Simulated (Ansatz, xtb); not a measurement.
**Two isomers of C4H3N3S**

We compare I, `Cc1nsc(C#N)n1`, a singlet, with II, `N#Cc1nscc1N`, a singlet. Both are isolated molecules in the gas phase, relaxed with B3LYP-D3(BJ)/def2-SVP; the shapes shown needn't be the lowest conformers.

I (Å):

```yaml
atoms:
  - { symbol: C, position_ang: [0.5902, 0.6758, -0.5715] }
  - { symbol: C, position_ang: [0.2369, 0.9698, 0.8507] }
  - { symbol: C, position_ang: [0.0049, 0.4761, 2.9700] }
  - { symbol: C, position_ang: [0.0092, -0.2489, 4.1978] }
  - { symbol: N, position_ang: [-0.2060, 2.1557, 1.2232] }
  - { symbol: N, position_ang: [-0.0026, -0.8025, 5.2177] }
  - { symbol: N, position_ang: [0.3691, -0.0043, 1.8098] }
  - { symbol: S, position_ang: [-0.5018, 2.1451, 2.8577] }
  - { symbol: H, position_ang: [1.6447, 0.3674, -0.6422] }
  - { symbol: H, position_ang: [-0.0206, -0.1597, -0.9470] }
  - { symbol: H, position_ang: [0.4240, 1.5619, -1.1955] }
```

II (Å):

```yaml
atoms:
  - { symbol: C, position_ang: [0.1441, -0.9057, 2.8278] }
  - { symbol: C, position_ang: [-0.1075, 0.4285, 2.3711] }
  - { symbol: C, position_ang: [-0.0782, 2.1893, 0.8927] }
  - { symbol: C, position_ang: [0.2669, 0.8583, 1.0393] }
  - { symbol: N, position_ang: [0.3931, -2.0019, 3.1186] }
  - { symbol: N, position_ang: [-0.6803, 1.3265, 3.1581] }
  - { symbol: N, position_ang: [0.8190, 0.0158, 0.1029] }
  - { symbol: S, position_ang: [-0.8103, 2.7595, 2.3490] }
  - { symbol: H, position_ang: [0.0560, 2.8219, 0.0169] }
  - { symbol: H, position_ang: [1.3142, 0.4400, -0.6710] }
  - { symbol: H, position_ang: [1.2454, -0.8360, 0.4515] }
```

Quicker runs give these differences E(II) − E(I): GFN2-xTB +11.2 kcal/mol; HF/STO-3G +15.9 kcal/mol (at GFN2-xTB geometries); r2SCAN-D4/def2-SVP +3.3 kcal/mol (at GFN2-xTB geometries).

Estimate E(II) − E(I) at the level CCSD(T)/def2-SVP + ΔMP2/def2-TZVPP.

Calculated at CCSD(T)/def2-SVP + ΔMP2/def2-TZVPP: E(II) − E(I) = +4.5 kcal/mol, so structure I lies lower.

How the difference moves with the method:

| level | geometry | E(II) − E(I) (kcal/mol) | departure from the last row (kcal/mol) | job, with rough time for the two |
| --- | --- | --- | --- | --- |
| GFN2-xTB | GFN2-xTB | +11.2 | +6.8 | optimisation, 0.18 s |
| HF/STO-3G | GFN2-xTB | +15.9 | +11.4 | single point, 0.4 s |
| r2SCAN-D4/def2-SVP | GFN2-xTB | +3.3 | −1.2 | single point, 3.9 s |
| B3LYP-D3(BJ)/def2-SVP | B3LYP-D3(BJ)/def2-SVP | +4.2 | −0.3 | optimisation, 86 s |
| HF/def2-SVP | B3LYP-D3(BJ)/def2-SVP | +6.1 | +1.7 | part of the CCSD(T) run |
| MP2/def2-SVP | B3LYP-D3(BJ)/def2-SVP | +6.2 | +1.8 | part of the CCSD(T) run |
| CCSD(T)/def2-SVP | B3LYP-D3(BJ)/def2-SVP | +8.0 | +3.6 | single point |
| CCSD(T)/def2-SVP + ΔMP2/def2-TZVPP | B3LYP-D3(BJ)/def2-SVP | +4.5 |  | single point, 64 s |

As drawn, II has 2 C∷C, 1 C–N, 2 N–H in place of 1 C–C, 2 C∷N, 2 C–H (∷ is an aromatic bond).

The levels shown agree on the order. The largest departure from CCSD(T)/def2-SVP + ΔMP2/def2-TZVPP is that of HF/STO-3G, 11.4 kcal/mol. The last row adds to CCSD(T) the change of the MP2 difference between the two basis sets, here −3.6 kcal/mol, a large step that makes the value less sure.

With thermal terms from frequencies at re-optimised GFN2-xTB minima (ideal gas, soft modes damped towards free rotors, one conformer each, 298.15 K, 1 atm): on the last row, ΔE + ΔZPE = +4.5, ΔH = +4.4, ΔG = +5.1 kcal/mol.

The correlated steps freeze 12 core orbitals. Run with Ansatz 0.2.0, xtb 6.7.1; the last row on 4 threads of Arm Neoverse V1 on a shared host.
